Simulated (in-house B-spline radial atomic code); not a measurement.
How numerical settings move a run on In II (In+), [Kr] 4d10 5s2. Computed with a B-spline radial code for spherical atoms: non-relativistic BLYP, spin-polarised, spherical fractional occupations, point nucleus.

Command:
```bash
python run_scf.py task.json out
```
Settings of the sound reference run:
```
Z                49
electrons        48
configuration    [Kr] 4d10 5s2
hamiltonian      nr
method           b88,lyp
spin_polarised   True
knot_spacing     0.22
spline_order     8
gauss_points     12
box_radius       35.29
max_iterations   70
damping          0.5
damped_steps     3
diis_vectors     10
tolerance        1e-08
start            Thomas-Fermi
```

Time taken, with all properties: 0.31 s on 1 thread of Arm Neoverse N1 (shared host).

It converges in 9 iterations to -5742.467025 hartree, with 5s up at -14.2571 eV. The other runs change the listed settings, some to values that make no sense; their results aren't properties of the atom or ion. Radii are in bohr (the nuclear one in fm), a minus after a letter asks for a j subshell, and «unchanged» means within 1e-8 hartree. The run stops when the residual is below 10 × tolerance × max(1, Z/10), or a noise floor if that is larger, and the energy moves by less than 1e-8 × √|E| hartree; so very loose and very tight tolerances often act alike.

| changed settings | outcome |
| --- | --- |
| first_knot = 0.00612, max_iterations = 60, diis_vectors = 20, tolerance = 1e-05 | converged in 8 iterations, energy -1.42e-06 hartree from the reference, 5s up level +6.0e-04 eV |
| first_knot = 0.0204 | converged in 9 iterations, energy -4.85e-06 hartree from the reference, 5s up level +2.0e-06 eV |
| tolerance = 1e-06 | converged in 8 iterations, energy +1.75e-08 hartree from the reference, 5s up level +5.9e-04 eV |
| first_knot = 2.04e-06 | converged in 8 iterations, energy -2.52e-06 hartree from the reference, 5s up level +5.9e-04 eV |
| max_iterations = 2, damping = 0.8, start = bare nucleus | not converged after 2 iterations, last residual 5.1e+00, last energy +8.04e+02 hartree from the reference |
| box_radius = 10.59, first_knot = 0.0612, max_iterations = 75, damped_steps = 0 | converged in 8 iterations, energy +5.13e-03 hartree from the reference, 5s up level +2.8e-04 eV (the program warns: 5s up reaches the box edge; 5s down reaches the box edge) |
| max_iterations = 8 | not converged after 8 iterations, last residual 1.9e-05, last energy +1.76e-08 hartree from the reference |
| max_iterations = 3 | not converged after 3 iterations, last residual 1.7e-02, last energy +7.25e-03 hartree from the reference |
| gauss_points = 5, box_radius = 17.64, max_iterations = 100 | converged in 9 iterations, energy unchanged |
| max_iterations = 2 | not converged after 2 iterations, last residual 3.6e-01, last energy +4.34e+00 hartree from the reference |
| electrons = 49, configuration = [Kr] 4d10 5s2 3f1, max_iterations = 50 | stopped with error: there is no 3f shell |
| hamiltonian = dirac, method = hf, spin_polarised = False, nucleus = fermi, rms_radius = 4.6156, mass_number = 115, atomic_mass = 114.9039, speed_of_light = 44.11189 | converged in 11 iterations to -7297.4554 hartree, a different physical problem |
| first_knot = 0.0612 | converged in 9 iterations, energy +5.12e-03 hartree from the reference, 5s up level +7.4e-06 eV |
| tolerance = 1e-13 | converged in 10 iterations, energy unchanged, 5s up level +9.2e-06 eV |

(1) What happens with first_knot = 0.000204?

(2) What happens with spline_order = 3, max_iterations = 60, damping = 0, diis_vectors = 2, tolerance = 0.0001?

(3) What happens with electrons = 56, configuration = [Kr] 4d10 5s2 7s2 7p6, max_iterations = 100?

(4) What happens with first_knot = 0.00204?

Results:

(1) Converged in 9 iterations, energy -3.77e-06 hartree from the reference, 5s up level +2.2e-06 eV.

(2) Converged in 14 iterations, energy +1.73e-01 hartree from the reference, 5s up level +9.2e-03 eV.

(3) Converged in 19 iterations to -5741.6488 hartree, a different physical problem (warning: 7s up has a positive eigenvalue: unbound, held by the box).

(4) Converged in 9 iterations, energy -1.54e-06 hartree from the reference, 5s up level -1.2e-06 eV.
